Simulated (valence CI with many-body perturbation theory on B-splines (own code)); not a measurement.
## Forbidden lines of Lu LXVI

Computed by relativistic CI+MBPT: four valence electrons over a frozen Dirac-Fock core [He], radial functions for each j: 11 s, 11 p, 9 d, 7 f, 5 g, 2 h, 1 i, with the one-electron correlation potential Σ1, the two-electron term Σ2, the three-electron term Σ3, Breit, model QED; selected CI, second order for the rest (own B-spline code, finite nucleus).

The last digits are not significant, and no measured levels were compared; by estimate large intervals hold to a few tenths of a per cent, small ones and those within an open d or f shell to about a per cent. Among the levels kept, up to 290 cm⁻¹ of a level comes from second order outside the variational space, and about a tenth of that is noise between levels of different J, which matters for small intervals.

Lines 1 to 50 of 56 in falling wavelength, among levels below 92986 × 10³ cm⁻¹, chosen from the decays that carry over 1 % of a level's rate. Wavelengths and rates use the calculated energies. Electric multipoles are in the length gauge, E1 and E2 with the static RPA response of the core. S is in atomic units (e²a₀⁴ for E2 and M2, e²a₀⁶ for E3), for M1 in squared Bohr magnetons. Weak lines are less certain than strong ones. Lines between different terms over intervals too small for the method are left out, as are lines whose strength nearly cancels. The highest levels of a list are the least certain.

Levels are named by their leading jj configuration (3d3/2^4 stands for four electrons in 3d with j = 3/2), which in mixed levels can hold well under half, so a name can repeat and another be missing. Letters in brackets count levels of one name in rising energy.

```
λ vac (Å)                           Upper                       Lower  Type   A (s⁻¹)  S (a.u.)
    10.64          (2s^2 2p1/2 2p3/2) J=1          (2s^2 2p1/2^2) J=0    M1  9.80e+09  1.31e+00
    10.48          (2s^2 2p1/2 2p3/2) J=2          (2s^2 2p1/2^2) J=0    E2  4.30e+07  2.43e-05
    10.45              (2s^2 2p3/2^2) J=2      (2s^2 2p1/2 2p3/2) J=2    M1  7.70e+09  1.63e+00
    10.44          (2s^2 2p3/2 3d5/2) J=4      (2s^2 2p1/2 3d5/2) J=3    M1  7.56e+09  2.87e+00
    10.29              (2s^2 2p3/2^2) J=2      (2s^2 2p1/2 2p3/2) J=1    M1  7.68e+09  1.55e+00
    9.806              (2s^2 2p3/2^2) J=0      (2s^2 2p1/2 2p3/2) J=1    M1  1.72e+10  6.02e-01
    1.490          (2s^2 2p3/2 3p1/2) J=2          (2s^2 2p3/2^2) J=0    E2  4.29e+11  1.40e-05
    1.486          (2s^2 2p1/2 3p1/2) J=1      (2s^2 2p1/2 2p3/2) J=2    E2  1.14e+12  2.22e-05
    1.486          (2s^2 2p1/2 3p1/2) J=1      (2s^2 2p1/2 2p3/2) J=2    M1  3.02e+10  1.10e-02
    1.486          (2s 2p1/2^2 3p1/2) J=0      (2s 2p1/2^2 2p3/2) J=2    E2  2.26e+12  1.46e-05
    1.483          (2s^2 2p1/2 3p1/2) J=1      (2s^2 2p1/2 2p3/2) J=1    E2  1.14e+12  2.19e-05
    1.479          (2s^2 2p3/2 3p1/2) J=1          (2s^2 2p3/2^2) J=2    E2  1.16e+12  2.20e-05
    1.479          (2s^2 2p3/2 3p1/2) J=2          (2s^2 2p3/2^2) J=2    E2  1.59e+12  5.02e-05
    1.478          (2s^2 2p1/2 3p1/2) J=0      (2s^2 2p1/2 2p3/2) J=2    E2  2.24e+12  1.41e-05
    1.453          (2s^2 2p3/2 3d5/2) J=4  (2s 2p1/2 2p3/2^2) J=2 [b]    E2  3.63e+09  1.89e-07
    1.443      (2s 2p1/2 2p3/2 3p3/2) J=4  (2s 2p1/2 2p3/2^2) J=2 [b]    E2  7.93e+10  3.99e-06
    1.438          (2s 2p1/2^2 3p3/2) J=2      (2s 2p1/2^2 2p3/2) J=1    E2  2.87e+11  7.89e-06
    1.438          (2s^2 2p3/2 3d5/2) J=4      (2s 2p1/2 2p3/2^2) J=3    E2  2.43e+10  1.20e-06
    1.428      (2s 2p1/2 2p3/2 3p3/2) J=4      (2s 2p1/2 2p3/2^2) J=3    E2  6.84e+11  3.27e-05
    1.428  (2s 2p1/2 2p3/2 3p3/2) J=0 [b]  (2s 2p1/2 2p3/2^2) J=2 [b]    E2  1.23e+12  6.54e-06
    1.427          (2s^2 2p3/2 3p3/2) J=2          (2s^2 2p3/2^2) J=0    E2  4.59e+11  1.21e-05
    1.426  (2s 2p1/2 2p3/2 3p3/2) J=1 [d]  (2s 2p1/2 2p3/2^2) J=2 [b]    E2  7.07e+11  1.12e-05
    1.425  (2s 2p1/2 2p3/2 3p3/2) J=1 [d]  (2s 2p1/2 2p3/2^2) J=1 [a]    E2  6.18e+11  9.72e-06
    1.424          (2s 2p1/2^2 3p3/2) J=2      (2s 2p1/2^2 2p3/2) J=2    E2  7.76e+11  2.03e-05
    1.424          (2s^2 2p1/2 3p3/2) J=2      (2s^2 2p1/2 2p3/2) J=2    E2  7.82e+11  2.04e-05
    1.423          (2s^2 2p1/2 3p3/2) J=1      (2s^2 2p1/2 2p3/2) J=2    E2  5.66e+11  8.86e-06
    1.423          (2s^2 2p3/2 3p3/2) J=3          (2s^2 2p3/2^2) J=2    E2  8.83e+11  3.22e-05
    1.423          (2s^2 2p3/2 3p3/2) J=1          (2s^2 2p3/2^2) J=2    E2  8.89e+11  1.39e-05
    1.421      (2s 2p1/2 2p3/2 3p3/2) J=4  (2s 2p1/2 2p3/2^2) J=2 [a]    E2  4.44e+10  2.07e-06
    1.421          (2s^2 2p1/2 3p3/2) J=2      (2s^2 2p1/2 2p3/2) J=1    E2  3.43e+11  8.86e-06
    1.420          (2s^2 2p1/2 3p3/2) J=1      (2s^2 2p1/2 2p3/2) J=1    E2  5.61e+11  8.69e-06
    1.414          (2s^2 2p3/2 3p3/2) J=0          (2s^2 2p3/2^2) J=2    E2  2.30e+12  1.16e-05
    1.412  (2s 2p1/2 2p3/2 3p3/2) J=1 [d]      (2s 2p1/2 2p3/2^2) J=3    E2  4.10e+11  6.17e-06
    1.407  (2s 2p1/2 2p3/2 3p3/2) J=0 [b]  (2s 2p1/2 2p3/2^2) J=2 [a]    E2  3.09e+11  1.52e-06
    1.402      (2s 2p1/2 2p3/2 3d5/2) J=5      (2s 2p1/2 2p3/2^2) J=3    M2  5.63e+10  3.00e-06
    1.402      (2s 2p1/2 2p3/2 3d5/2) J=5      (2s 2p1/2 2p3/2^2) J=3    E3  3.08e+09  1.15e-06
    1.396          (2s^2 2p3/2 3d5/2) J=4          (2s^2 2p3/2^2) J=2    M2  5.37e+10  2.29e-06
    1.396          (2s^2 2p3/2 3d5/2) J=4          (2s^2 2p3/2^2) J=2    E3  3.95e+09  1.17e-06
    1.265          (2s^2 2p3/2 3d5/2) J=4      (2s 2p1/2^2 2p3/2) J=2    E2  4.54e+09  1.18e-07
    1.257      (2s 2p1/2 2p3/2 3p3/2) J=4      (2s 2p1/2^2 2p3/2) J=2    E2  1.23e+12  3.10e-05
    1.255  (2s 2p1/2 2p3/2 3p3/2) J=1 [d]      (2s 2p1/2^2 2p3/2) J=1    E2  6.67e+11  5.56e-06
    1.253          (2s^2 2p1/2 3p3/2) J=2          (2s^2 2p1/2^2) J=0    E2  1.11e+12  1.53e-05
    1.252          (2s^2 2p3/2 3p3/2) J=3      (2s^2 2p1/2 2p3/2) J=2    E2  5.70e+11  1.10e-05
    1.252          (2s^2 2p3/2 3p3/2) J=1      (2s^2 2p1/2 2p3/2) J=2    E2  1.18e+12  9.75e-06
    1.250          (2s^2 2p3/2 3p3/2) J=3      (2s^2 2p1/2 2p3/2) J=1    E2  8.24e+11  1.57e-05
    1.248          (2s^2 2p3/2 3p3/2) J=2      (2s^2 2p1/2 2p3/2) J=2    E2  9.60e+11  1.30e-05
    1.246          (2s^2 2p3/2 3p3/2) J=2      (2s^2 2p1/2 2p3/2) J=1    E2  4.16e+11  5.59e-06
    1.245          (2s^2 2p3/2 3p3/2) J=0      (2s^2 2p1/2 2p3/2) J=2    E2  1.35e+12  3.60e-06
    1.237      (2s 2p1/2 2p3/2 3d5/2) J=5      (2s 2p1/2^2 2p3/2) J=2    E3  8.07e+09  1.25e-06
    1.231          (2s^2 2p3/2 3d5/2) J=4      (2s^2 2p1/2 2p3/2) J=2    M2  3.12e+10  7.09e-07
```
